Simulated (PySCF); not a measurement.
An unknown is described by computed data only.

Elements present: B, C, Cl, H and S. Monoisotopic mass: 177.9349 u.

| Quantity | Value |
| --- | --- |
| 13C NMR | chemical shifts (computed TMS as zero) by class: 23.5 (2 C) ppm [GIAO B97-2/pcSseg-2] |
| Dipole | 6.41 D [B97-2/pcSseg-2] |
| NMR, other nuclei | isotropic shieldings of nuclei other than C and H, by class: 88 (1 B), 482 (1 S), 821 (3 Cl) ppm [GIAO B97-2/pcSseg-2] |
| Rotational structure | rotational constants A, B, C: 1.278, 1.048, 0.934 GHz [PBE0-D3(BJ)/def2-TZVP] |
| 1H NMR | chemical shifts (computed TMS as zero) by class: 2.29 (6 H) ppm [GIAO B97-2/pcSseg-2] |

Gas-phase values; electronic properties from PySCF, density fitting. Levels stand in brackets. Isolated species at its PBE0-D3(BJ)/def2-TZVP geometry, gas phase. NMR values are class means; diastereotopic atoms form classes of their own.

Q: Which formula fits the mass and the elements?

A: C2H6BCl3S (calculated 177.9349). No other formula that holds each of these elements comes within 0.0003 u with a fitting electron parity and a possible valence count.

Q: Propose a structure and show how it fits.

A: Numbering: `[CH3:1][S+:2]([CH3:3])[B-:4]([Cl:5])([Cl:6])[Cl:7]`. 2 carbons fall into 1 class: S-methyl carbon [C1/C3] (23.5 ppm, 2 C). All hydrogens form one class (2.29 ppm): methyl hydrogen. The other shieldings belong to: 88 ppm, four-coordinate boron [B4]; 482 ppm, sulfur bonded to B and 2 C [S2]; 821 ppm, chlorine bonded to B [Cl5/Cl6/Cl7]. By its constants the optimised geometry is an asymmetric top. Structure: `C[S+](C)[B-](Cl)(Cl)Cl`. The assignments are read from this structure; whether some other isomer fits the data as well wasn't checked.

Conformer computed: `[CH3:1][S+:2]([CH3:3])[B-:4]([Cl:5])([Cl:6])[Cl:7]`: C1–S2–B4–Cl5 -173°.
